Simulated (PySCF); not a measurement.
**Löwdin shares of the frontier orbitals**

CH4F3PSi.
SMILES with atom numbers: `[F:1][C:2]([F:3])([F:4])[SiH2:5][PH2:6]` (hydrogens: H7, H8 on Si5; H9, H10 on P6)

Structure used (GFN2-xTB), in Å, numbered top down from 1:
```xyz
10
CH4F3PSi angstrom
F     -1.517   -0.910    1.232
C     -1.380   -0.320    0.025
F     -2.522    0.356   -0.193
F     -1.356   -1.322   -0.877
Si     0.208    0.803   -0.062
P      1.804   -0.646   -0.610
H      0.192    1.491    1.231
H     -0.054    1.738   -1.155
H      1.780   -1.350    0.589
H      2.854    0.164   -0.204
```

The calculation used TDDFT wB97X-D/def2-SVPD, vertical, gas phase, core orbitals frozen in the response (PySCF).

Frontier orbitals with the atoms that hold most of them (Löwdin shares over 4%, at most four atoms; ? is withheld):

| orbital | ε (eV) | atoms |
| --- | --- | --- |
| HOMO-3 | -12.79 | Si5 33%, H7 25%, P6 15%, H8 10% |
| HOMO-2 | -11.96 | Si5 30%, H8 22%, P6 21%, H9 8% |
| HOMO-1 | -11.37 | Si5 21%, C2 20%, P6 15%, F3 14% |
| HOMO | -9.95 | ? |
| LUMO | 1.23 | ? |
| LUMO+1 | 1.69 | Si5 36%, P6 26%, H9 9%, H10 8% |
| LUMO+2 | 1.90 | P6 32%, Si5 23%, H10 15%, C2 7% |

Problem. Give the leading atoms of the LUMO.

Solution. Si5 (bonded to C, P and 2 H) 34%; P6 (bonded to Si and 2 H) 29%; H7 (bonded to Si) 12%; H8 (bonded to Si) 9%. By element: silicon 34%, phosphorus 29%, hydrogen 21% or more.

Problem. Which atoms hold the HOMO, and with what shares?

Solution. P6 (bonded to Si and 2 H) 66%; Si5 (bonded to C, P and 2 H) 14%; H9 (bonded to P) 7%; H10 (bonded to P) 7%. By element: phosphorus 66%, hydrogen 14% or more, silicon 14%.

Problem. The HOMO–LUMO gap is 11.18 eV. Where does the response calculation put the lowest singlet, and from which orbitals?

Solution. S1 is at 6.59 eV (f = 0.050), 4.59 eV below the gap, made of HOMO→LUMO (60%), HOMO→LUMO+2 (25%), HOMO→LUMO+1 (9%). 

Problem. Give energy, strength and leading configuration of S3 and S6, and follow the Löwdin shares of the leading atoms from the occupied to the empty orbital.

Solution. 
- S3 (7.32 eV, f 0.046), HOMO→LUMO+1 (77%): P6 66% → 26%, Si5 14% → 36%
- S6 (8.22 eV, f 0.065), HOMO-1→LUMO (75%): Si5 21% → 34%, C2 20% → at most 10%, P6 15% → 29%

Löwdin shares depend on the basis, the more so with diffuse functions.

One conformer stands for the species.
